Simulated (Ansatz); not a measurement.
Gas-phase electronic energies from Ansatz, PBE0-D4/def2-TZVP geometries. CCSD(T)/CBS adds triple-zeta CCSD(T) − MP2 to the extrapolated MP2 energy (def2 sets, frozen cores). This one scheme is used for every species. DFT in def2-TZVPP. B3LYP here is the variant with VWN-RPA as its local correlation; programs differ in this. One conformer a species, not always the lowest.

`BC[SiH3]` + `CO[SiH2][AlH2]` → `[AlH2][SiH2]BC[SiH3]` + CH₃OH  (formal exchange of groups at a B–H bond)

**Question.** Is it downhill or uphill in electronic energy at CCSD(T)/CBS, and by how much? (Best estimate.)

**Answer.** The calculation gave: Uphill: ΔE = +77.7 kJ/mol.

**Question.** What do these levels give: B3LYP-D4, ωB97M-V, B2PLYP, PBE, PBE0, B3LYP, HF/def2-TZVPP, SCS-MP2/def2-TZVPP, CCSD/def2-TZVPP, MP2/def2-QZVPP, SCS-MP2/def2-QZVPP, CCSD/CBS(def2)? (Best estimate.)

**Answer.** Computed: B3LYP-D4 79.9, ωB97M-V 81.9, B2PLYP 86.5, PBE 57.8, PBE0 65.4, B3LYP 85.4, HF/def2-TZVPP 111.9, SCS-MP2/def2-TZVPP 90.7, CCSD/def2-TZVPP 82.7, MP2/def2-QZVPP 84.2, SCS-MP2/def2-QZVPP 91.2, CCSD/CBS(def2) 82.9 kJ/mol.

Largest T1 diagnostic among the species: 0.014.

In def2-TZVPP, CCSD(T) changes the Hartree–Fock value by −34.4 kJ/mol (the triples alone add −5.2 kJ/mol) and MP2 by −28.3 kJ/mol. The D4 term adds −5.5 kJ/mol with B3LYP and −3.5 kJ/mol with PBE0; it sums over pairs of atoms, weighted by their polarisabilities, and B3LYP, whose exchange is more repulsive, gets the larger term. From PBE to PBE0 (25 % exact exchange), in def2-TZVPP and without D4, ΔE moves by +7.5 kJ/mol.
